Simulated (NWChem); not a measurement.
# diphosphane (P$_{2}$H$_{4}$); SMILES PP

```xyz
6

P      0.0000    -1.1316    -0.0676
P      0.0000     1.1316     0.0676
H      1.0283    -1.2953     0.9070
H     -1.0284    -1.2953     0.9069
H      1.0283     1.2953    -0.9070
H     -1.0284     1.2953    -0.9069
```
Atoms are numbered in this order, from 1.

Results from NWChem. Pople sets run with spherical d functions. Geometry: optimised at B3LYP/6-31G* (spherical d).

Task: Order these by “orbital gap (eV)”, lowest first: CAM-B3LYP/3-21G; CAM-B3LYP/def2-TZVPD; CAM-B3LYP/STO-3G.

Result: CAM-B3LYP/def2-TZVPD (8.54), CAM-B3LYP/3-21G (8.85), CAM-B3LYP/STO-3G (11.08)
